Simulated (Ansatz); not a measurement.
The cluster Ag3Cl4⁻ (the lowest singlet isomer of a short search). The state is a singlet with charge -1. Geometry PBE-D4/def2-SVPD, basis def2-TZVPD, Ansatz.

| atom | x (Å) | y (Å) | z (Å) |
| --- | --- | --- | --- |
| Ag1 | -0.956 | 1.086 | -2.625 |
| Ag2 | 0.879 | -1.153 | 2.623 |
| Ag3 | 0.215 | 0.184 | 0.004 |
| Cl4 | -0.692 | 0.249 | -4.790 |
| Cl5 | -1.292 | 2.016 | -0.413 |
| Cl6 | 1.772 | -1.608 | 0.418 |
| Cl7 | 0.073 | -0.775 | 4.783 |

| run | HOMO (eV) | LUMO (eV) |
| --- | --- | --- |
| A | -4.56 | 1.13 |
| B | -3.06 | 0.21 |
| C | -4.36 | 1.02 |
| D | -5.57 | 1.76 |
| E | -3.31 | 0.42 |
| F | -3.96 | 0.67 |

In the def2 sets Ag takes a core potential; there is no spin–orbit coupling. HSE06 is defined as in plane-wave codes, on full-range PBE exchange. No other spin state of charge -1 was run. The structure comes from a short search, and lower isomers may exist.

Task: The runs used BHLYP, HSE06, PBE, PBE0, r2SCAN, r2SCAN0. Estimate which is which.

Result: A r2SCAN0 (25 % exact exchange); B PBE (0 % exact exchange); C PBE0 (25 % exact exchange); D BHLYP (50 % exact exchange); E r2SCAN (0 % exact exchange); F HSE06 (range-separated). Exact exchange lowers occupied and raises empty levels; among semilocal functionals meta-GGAs tend to open the gap a little, and such runs are hard to tell apart. The gap grows from 3.27 eV (PBE) to 7.33 eV (BHLYP).
